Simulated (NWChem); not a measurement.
Everything below was run with NWChem. System: bifluoride (HF2 (-1)), charge -1, spin multiplicity 1, at a geometry optimised with PBE/def2-SVP. Level: CR-CCSD(T)/aug-cc-pVTZ, 2 core orbitals frozen.

Part of the output:

```
             Northwest Computational Chemistry Package (NWChem) 7.3.0
             --------------------------------------------------------

                                NWChem Input Module
                                -------------------

 Scaling coordinates for geometry "geometry" by  1.889725989
 (inverse scale =  0.529177249)

 Turning off AUTOSYM since
 SYMMETRY directive was detected!

                             Geometry "geometry" -> ""
                             -------------------------

 Output coordinates in angstroms (scale by  1.889725989 to convert to a.u.)

  No.       Tag          Charge          X              Y              Z
 ---- ---------------- ---------- -------------- -------------- --------------
    1 F                    9.0000     0.00000000     0.00000000     1.16243300
    2 H                    1.0000     0.00000000     0.00000000     0.00000000
    3 F                    9.0000     0.00000000     0.00000000    -1.16243300

 Effective nuclear repulsion energy (a.u.)      26.6310996561

            Nuclear Dipole moment (a.u.)
            ----------------------------
        X                 Y               Z
 ---------------- ---------------- ----------------
     0.0000000000     0.0000000000     0.0000000000

      Symmetry information
      --------------------

 Group name             D2h
 Group number             26
 Group order               8
 No. of unique centers     2

      Symmetry unique atoms

     1    2


 Summary of "ao basis" -> "" (spherical)
 ------------------------------------------------------------------------------
       Tag                 Description            Shells   Functions and Types
 ---------------- ------------------------------  ------  ---------------------
 *                        aug-cc-pvtz                 on all atoms

 Summary of "ao basis" -> "ao basis" (spherical)
 ------------------------------------------------------------------------------
       Tag                 Description            Shells   Functions and Types
 ---------------- ------------------------------  ------  ---------------------
 F                        aug-cc-pvtz               14       46   5s4p3d2f
 H                        aug-cc-pvtz                9       23   4s3p2d

                                 NWChem SCF Module
                                 -----------------

  ao basis        = "ao basis"
  functions       =   115
  atoms           =     3
  closed shells   =    10
  open shells     =     0
  charge          =  -1.00
  wavefunction    = RHF
  use symmetry    = T
  symmetry adapt  = T

 Summary of "ao basis" -> "ao basis" (spherical)
 ------------------------------------------------------------------------------
       Tag                 Description            Shells   Functions and Types
 ---------------- ------------------------------  ------  ---------------------
 F                        aug-cc-pvtz               14       46   5s4p3d2f
 H                        aug-cc-pvtz                9       23   4s3p2d

      Symmetry analysis of basis
      --------------------------

        ag         27
        au          5
        b1g         7
        b1u        22
        b2g        13
        b2u        14
        b3g        13
        b3u        14

 Forming initial guess at       0.1s

      Superposition of Atomic Density Guess
      -------------------------------------

 Sum of atomic energies:        -199.32540272

 Renormalizing density from      19.00 to     20

      Non-variational initial energy
      ------------------------------

 Total energy =    -205.014991
 1-e energy   =    -349.334293
 2-e energy   =     117.688203
 HOMO         =      -0.079721
 LUMO         =       0.196914

      Symmetry analysis of molecular orbitals - initial
      -------------------------------------------------

 !! scf_movecs_sym_adapt:   78 vectors were symmetry contaminated

  Symmetry fudging

 !! scf_movecs_sym_adapt:   76 vectors were symmetry contaminated

  Numbering of irreducible representations:

     1 ag          2 au          3 b1g         4 b1u         5 b2g
     6 b2u         7 b3g         8 b3u

  Orbital symmetries:

     1 ag          2 b1u         3 ag          4 b1u         5 ag
[...]
  ----- ------------  ---------------      ----- ------------  ---------------
    11      0.329974  1 F  pz                80      0.329974  3 F  pz
     8      0.267506  1 F  pz                77      0.267506  3 F  pz
    14      0.238981  1 F  pz                83      0.238981  3 F  pz

 Vector   11  Occ=0.000000D+00  E= 1.956023D-01  Symmetry=ag
              MO Center= -2.7D-17, -4.5D-16,  1.8D-15, r^2= 1.5D+01
   Bfn.  Coefficient  Atom+Function         Bfn.  Coefficient  Atom+Function
  ----- ------------  ---------------      ----- ------------  ---------------
    49      2.411800  2 H  s                  5     -1.835960  1 F  s
    74     -1.835960  3 F  s                 50      1.743381  2 H  s
    48      0.670617  2 H  s                 17      0.490093  1 F  pz
    86     -0.490093  3 F  pz                14      0.367966  1 F  pz
    83     -0.367966  3 F  pz                 4     -0.156147  1 F  s

 Vector   12  Occ=0.000000D+00  E= 3.073412D-01  Symmetry=b1u
              MO Center= -5.6D-32,  4.2D-32, -1.6D-14, r^2= 1.4D+01
   Bfn.  Coefficient  Atom+Function         Bfn.  Coefficient  Atom+Function
  ----- ------------  ---------------      ----- ------------  ---------------
     5      8.925004  1 F  s                 74     -8.925004  3 F  s
    59     -6.595947  2 H  pz                17     -3.477644  1 F  pz
    86     -3.477644  3 F  pz                 4      0.473224  1 F  s
    73     -0.473224  3 F  s                 14     -0.376022  1 F  pz
    83     -0.376022  3 F  pz                56     -0.302011  2 H  pz

 Vector   13  Occ=0.000000D+00  E= 3.564083D-01  Symmetry=b3u
              MO Center= -3.3D-16, -4.8D-31, -2.3D-16, r^2= 8.9D+00
   Bfn.  Coefficient  Atom+Function         Bfn.  Coefficient  Atom+Function
  ----- ------------  ---------------      ----- ------------  ---------------
    57     -1.262008  2 H  px                15      1.215760  1 F  px
    84      1.215760  3 F  px

 center of mass
 --------------
 x =   0.00000000 y =   0.00000000 z =   0.00000000

 moments of inertia (a.u.)
 ------------------
         183.349848535344           0.000000000000           0.000000000000
           0.000000000000         183.349848535344           0.000000000000
           0.000000000000           0.000000000000           0.000000000000

  Mulliken analysis of the total density
  --------------------------------------

    Atom       Charge   Shell Charges
 -----------   ------   -------------------------------------------------------
    1 F    9     9.75   1.95  1.05  0.26  0.66  0.03  1.54  2.47  1.63  0.14  0.00  0.00  0.00  0.00  0.00
    2 H    1     0.50   0.15  0.20  0.09 -0.00  0.03  0.12 -0.03  0.01 -0.07
    3 F    9     9.75   1.95  1.05  0.26  0.66  0.03  1.54  2.47  1.63  0.14  0.00  0.00  0.00  0.00  0.00

       Multipole analysis of the density wrt the origin
       ------------------------------------------------

     L   x y z        total         open         nuclear
     -   - - -        -----         ----         -------
     0   0 0 0     -1.000000      0.000000     19.000000

     1   1 0 0      0.000000      0.000000      0.000000
     1   0 1 0     -0.000000      0.000000      0.000000
     1   0 0 1     -0.000000      0.000000      0.000000

     2   2 0 0     -9.364956      0.000000      0.000000
     2   1 1 0      0.000000      0.000000      0.000000
     2   1 0 1      0.000000      0.000000      0.000000
     2   0 2 0     -9.364956      0.000000      0.000000
     2   0 1 1      0.000000      0.000000      0.000000
     2   0 0 2    -16.377917      0.000000     86.857243

                   NWChem Extensible Many-Electron Theory Module
                   ---------------------------------------------


            General Information
            -------------------
      Number of processors :     1
         Wavefunction type : Restricted Hartree-Fock
          No. of electrons :    20
           Alpha electrons :    10
            Beta electrons :    10
           No. of orbitals :   230
            Alpha orbitals :   115
             Beta orbitals :   115
        Alpha frozen cores :     2
         Beta frozen cores :     2
     Alpha frozen virtuals :     0
      Beta frozen virtuals :     0
         Spin multiplicity : singlet
    Number of AO functions :   115
       Number of AO shells :    37
        Use of symmetry is : on
      Symmetry adaption is : on
         Schwarz screening : 0.10D-09

          Correlation Information
          -----------------------
          Calculation type : Coupled-cluster singles & doubles w/ perturbation
   Perturbative correction : Completely renormalized (T)
            Max iterations :      100
        Residual threshold : 0.10D-05
     T(0) DIIS level shift : 0.00D+00
     L(0) DIIS level shift : 0.00D+00
     T(1) DIIS level shift : 0.00D+00
     L(1) DIIS level shift : 0.00D+00
     T(R) DIIS level shift : 0.00D+00
     T(I) DIIS level shift : 0.00D+00
   CC-T/L Amplitude update :  5-th order DIIS
                I/O scheme : Global Array Library
        L-threshold :  0.10D-05
        EOM-threshold :  0.10D-05
 no EOMCCSD initial starts read in
 TCE RESTART OPTIONS
 SLICE:      F
 D4D5:       F
 quantumc:   F
 qrotation:  F
 pwtce:      F
 qducc:      F
 nacto:                         0
 nrotv:                         0
 nrot:                          0

            Memory Information
            ------------------
          Available GA space size is     249023575 doubles
          Available MA space size is     104853716 doubles

 Maximum block size supplied by input
 Maximum block size        24 doubles

 tile_dim =     24

 -------------------------------------------------

 Global array virtual files algorithm will be used

 Parallel file system coherency ......... OK

 4-electron integrals stored in orbital form

 v2    file size   =          4547205
 4-index algorithm nr.  13 is used
 imaxsize =       30
 imaxsize ichop =        0


CCSD iterations
 ---------------------------------------------------------
 Iter          Residuum       Correlation     Cpu    Wall
 ---------------------------------------------------------
    1   0.2012730381774  -0.5809956889134     1.9     1.9
    2   0.0406763071320  -0.5666323237211     2.0     2.0
    3   0.0119579025940  -0.5753993015998     1.8     1.8
    4   0.0053569006880  -0.5747802934487     1.8     1.8
    5   0.0018849247038  -0.5755139106887     1.9     1.9
    6   0.0006127950231  -0.5755290369044     1.8     1.8
    7   0.0002671924007  -0.5755174063008     1.8     1.8
    8   0.0001108974196  -0.5755273626375     1.9     1.9
    9   0.0000767684402  -0.5755255359956     2.1     2.1
   10   0.0000401919805  -0.5755291058516     1.9     1.9
   11   0.0000077019945  -0.5755290227259     1.9     1.9
   12   0.0000031331808  -0.5755293437458     1.9     1.9
   13   0.0000018509376  -0.5755293182506     1.8     1.8
   14   0.0000011855369  -0.5755293736463     1.9     1.9
   15   0.0000008505998  -0.5755293682880     2.0     2.0
 -----------------------------------------------------------------
 Iterations converged
 CCSD correlation energy / hartree =        -0.575529368287991
 CCSD total energy / hartree       =      -200.151584876711667

 Singles contributions

 Doubles contributions
 CR-CCSD(T)

 CR-CCSD[T]  correction energy / hartree =        -0.016521859759684
 CR-CCSD[T] correlation energy / hartree =        -0.592051228047675
 CR-CCSD[T] total energy / hartree       =      -200.168106736471344
 CR-CCSD(T)  correction energy / hartree =        -0.015372846745129
 CR-CCSD(T) correlation energy / hartree =        -0.590902215033121
 CR-CCSD(T) total energy / hartree       =      -200.166957723456790

 Task  times  cpu:       98.5s     wall:       98.5s

 Total times  cpu:       98.6s     wall:       98.6s
```

Q: Write an NWChem input that would produce this output.

A: Several could match; the one computed here: 
```
start mol
memory heap 100 mb stack 700 mb global 1900 mb
charge -1
geometry units angstroms nocenter noautoz
  F      0.000000     0.000000     1.162433
  H      0.000000     0.000000     0.000000
  F      0.000000     0.000000    -1.162433
  symmetry group D2h
end
basis spherical
  * library aug-cc-pvtz
end
scf
  rhf
  nopen 0
  maxiter 100
  thresh 1e-7
  semidirect memsize 60000000 filesize 0
end
tce
  freeze core 2
  cr-ccsd(t)
  2eorb
  2emet 13
  thresh 1e-6
  maxiter 100
  tilesize 24
end
task tce energy
```
